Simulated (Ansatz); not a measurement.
Geometry optimisation, RKS revPBE/def2-SVP (Ansatz).

input.yaml

```yaml
crystal:
  periodic: [false, false, false]
  atoms:
    - { symbol: B, position_ang: [0.015616, -0.565817, 0.22309] }
    - { symbol: O, position_ang: [-0.208518, -0.515484, 1.593183] }
    - { symbol: H, position_ang: [-1.163539, -0.450017, 1.794345] }
    - { symbol: Cl, position_ang: [1.666877, -0.923714, -0.337626] }
    - { symbol: Cl, position_ang: [-1.346808, -0.586667, -0.930926] }
    - { symbol: "N", position_ang: [0.469667, 2.129558, 0.526664] }
    - { symbol: H, position_ang: [1.47083, 2.168071, 0.326048] }
    - { symbol: Si, position_ang: [-0.571147, 3.487978, 0.101153] }
    - { symbol: H, position_ang: [-1.338161, 3.23261, -1.171438] }
    - { symbol: H, position_ang: [-1.5682, 3.689363, 1.215777] }
    - { symbol: H, position_ang: [0.229861, 4.752231, -0.097924] }
    - { symbol: H, position_ang: [0.313522, 1.630187, 1.426154] }
basis:
  gaussian: { orbitals: def2-SVP }
hamiltonian:
  xc: revpbe
relax:
  f_tol: 0.03
  max_steps: 50
output:
  orbitals: {}
```

Run as:

```bash
$ ansatz run input.yaml --threads 4 --pin off --max-ram 5120MiB --backend cpu --events-out ev --progress --plain --runs-dir out
```

Problem. Where does it end, and by what steps?

Solution. The forces met the threshold. The force dipped under the threshold on the way, but the program's further checks kept it going. After 15 steps the energy has fallen by 0.135 eV; H12 moved furthest, 0.78 Å.

```
step  energy less start (eV)  largest force component (eV/Å)  accepted
   0                  0.0000                           0.641       yes
   1                 -0.0537                           0.580       yes
   2                 -0.0709                           0.520       yes
   3                 -0.0885                           0.699       yes
   4                 -0.1040                           0.271       yes
   5                 -0.1188                           0.155       yes
   6                 -0.1202                           0.200       yes
   7                 -0.1332                           0.045       yes
   8                 -0.1340                           0.029       yes
   9                 -0.1343                           0.067       yes
  10                 -0.1343                           0.107       yes
  11                 -0.1346                           0.034       yes
  12                 -0.1348                           0.012       yes
  13                 -0.1349                           0.033       yes
  14                 -0.1350                           0.036       yes
  15                 -0.1351                           0.027       yes
```

```xyz
12
Properties=species:S:1:pos:R:3
B -0.055 -0.788 0.301
O -0.311 -0.845 1.632
H -1.258 -0.711 1.821
Cl 1.623 -1.029 -0.238
Cl -1.359 -0.634 -0.907
N 0.498 2.256 0.537
H 1.283 2.061 -0.094
Si -0.564 3.599 0.123
H -1.035 3.389 -1.290
H -1.727 3.564 1.079
H 0.040 4.987 0.201
H 0.836 2.198 1.503
```

Whether the end is a true minimum wasn't checked by a vibrational analysis.

The run took 23 s on 4 threads of Arm Neoverse V2 (shared host), peak memory 0.19 GiB.
